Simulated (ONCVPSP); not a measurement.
**Potentials for zirconium compared**

Generated with ld1.x 7.5 (TM, RRKJ, ultrasoft, PAW), atompaw 4.2 or ONCVPSP 4.0.1. The cutoff is in Ry: for ld1.x and atompaw files where the sum of valence levels is converged to 10 mRy in a Bessel basis, for ONCV files where the hardest occupied wave has 1 mHa per electron of residual kinetic energy. The error is the largest all-electron minus pseudo excitation energy over each file’s own four to seven test configurations (ionisations up to +4, promotions, holes and added fractions of an electron), all of which were solved. The labels leave out finer settings (local radius, basis sizes, second energies), which also bear on the numbers. Spin-polarised tests are not counted. The rows are a selection from randomly drawn settings: files with unsolved tests, undetermined cutoffs or missed reference levels are left out.

| potential | cutoff (Ry) | largest error (meV) | bound ghosts |
| --- | --- | --- | --- |
| ONCV, PBEsol, scalar-relativistic, rc 1.90/1.40/2.55 (spd), local smoothed, core correction yes, reference 4s2 4p6 4d3 5s1, qcut 5/6.9/6.1, projectors 3/2/2 | 45 | +19 | none |
| ONCV, PBE, scalar-relativistic, rc 2.05/2.05/2.50 (spd), local p, core correction no, reference 4s2 4p6 4d2 5s1, qcut 6.8/6.9/7, projectors 2/0/1 | 28 | +18 | none |
| ONCV, LDA (Perdew-Wang 92), scalar-relativistic, rc 3.30/2.05/2.65 (spd), local smoothed, core correction yes, reference 4p6 4d2 5s1.5, qcut 2.4/6.3/6, projectors 2/2/3 | 23 | -41 | none |
| ONCV, PBE, scalar-relativistic, rc 1.60/2.10/1.60/2.30 (spdf), local d, core correction yes, reference 4s2 4p6 4d2.5 5s1.5, qcut 5.9/6.1/5.9/4.3, projectors 3/1/0/2 | 60 | +24 | none |

Question: Fill in the row for Zr: ONCV, LDA (Perdew-Wang 92), scalar-relativistic, rc 1.55/2.10/2.85 (spd), local smoothed, core correction yes, reference 4s2 4p6 4d2, qcut 6.2/7.2/4.5, projectors 2/3/1.

Answer: cutoff 34 Ry, largest error +48 meV, bound ghosts: none.

Question: Fill in the row for Zr: ONCV, PW91, fully relativistic, rc 1.70/2.50/2.55 (spd), local smoothed, core correction yes, reference 4s2 4p6 4d2 5s1 5p1, qcut 6.5/6.9/5.7, projectors 2/2/2.

Answer: cutoff 34 Ry, largest error +9.8 meV, bound ghosts: none.

Question: Fill in the row for Zr: ONCV, LDA (Perdew-Zunger), scalar-relativistic, rc 1.80/2.75/2.45 (spd), local smoothed, core correction no, reference 4s2 4p6 4d2 5s1 5p1, qcut 6.2/4.8/6.2, projectors 2/2/2.

Answer: cutoff 27 Ry, largest error -3.5 meV, bound ghosts: none.
